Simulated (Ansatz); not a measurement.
In₁₀As₁₁H₂₈, a nanocrystal cut from wurtzite InAs (hydrogen-capped). Charge 0, multiplicity 2. Geometry PBE-D4/def2-SVP, that of the charge +1 singlet.

```tsv
atom	x (Å)	y (Å)	z (Å)
As1	0.783	-4.346	-0.765
In2	3.288	-4.215	-2.029
As3	-2.993	-2.617	1.165
In4	-2.898	-2.060	3.827
In5	-0.700	-2.229	-0.079
As6	1.005	-0.691	1.283
As7	3.199	-1.480	-2.111
In8	3.486	-0.271	0.251
As9	-2.448	0.667	3.367
In10	-0.298	1.495	2.017
As11	1.412	2.987	3.419
As12	3.458	2.402	0.104
In13	3.955	3.718	2.448
In14	-5.150	-2.153	-0.442
As15	-0.931	-0.808	-2.326
In16	1.330	-0.593	-3.770
As17	-4.516	0.539	-0.769
In18	-2.343	1.454	-2.050
As19	-0.752	2.710	-0.287
As20	1.603	2.109	-3.615
In21	1.576	3.592	-1.345
H22	0.840	-5.164	0.523
H23	-0.192	-5.259	-1.505
H24	4.368	-4.673	-0.762
H25	2.937	-4.780	-3.624
H26	-2.948	-4.148	1.190
H27	-1.331	-2.500	4.421
H28	-4.503	-2.125	4.460
H29	1.172	-1.427	2.612
H30	4.482	-1.093	-2.852
H31	4.728	-0.920	1.276
H32	-2.401	1.494	4.650
H33	-3.616	1.415	2.727
H34	1.470	2.251	4.756
H35	0.569	4.164	3.906
H36	4.695	2.710	-0.743
H37	4.996	2.736	3.413
H38	3.764	5.409	2.152
H39	-6.563	-2.154	0.551
H40	-4.756	-2.777	-2.009
H41	-1.854	-1.670	-3.187
H42	1.250	-1.179	-5.397
H43	-4.563	1.313	0.547
H44	-5.675	1.281	-1.433
H45	-2.601	2.369	-3.501
H46	-1.499	3.985	0.103
H47	2.891	2.482	-4.346
H48	0.641	2.750	-4.614
H49	1.632	5.304	-1.609
```

In the def2 sets In takes a core potential; there is no spin–orbit coupling. B3LYP takes the VWN-RPA correlation. Single mean-field runs in def2-TZVP are fitted with def2-universal-jkfit.

(1) Estimate the α-spin orbital energies around the gap (eV) in Ansatz with PBE-D4/def2-TZVP, B3LYP-D4/def2-TZVP, PBE0-D4/def2-TZVP.

Answers

(1) 
| orbital | PBE-D4/def2-TZVP | B3LYP-D4/def2-TZVP | PBE0-D4/def2-TZVP |
| --- | --- | --- | --- |
| HOMO−5 | -6.17 | -6.90 | -7.09 |
| HOMO−4 | -6.12 | -6.81 | -7.02 |
| HOMO−3 | -6.02 | -6.73 | -6.96 |
| HOMO−2 | -5.93 | -6.66 | -6.87 |
| HOMO−1 | -5.78 | -6.49 | -6.66 |
| HOMO | -2.69 | -2.84 | -2.80 |
| LUMO | -2.61 | -2.22 | -2.07 |
| LUMO+1 | -2.51 | -2.04 | -1.79 |
| LUMO+2 | -2.35 | -1.88 | -1.69 |
| LUMO+3 | -2.13 | -1.61 | -1.45 |
| LUMO+4 | -2.09 | -1.58 | -1.41 |
| LUMO+5 | -2.04 | -1.50 | -1.33 |
| β HOMO | -5.76 | -6.46 | -6.63 |
| β LUMO | -2.58 | -2.11 | -1.92 |
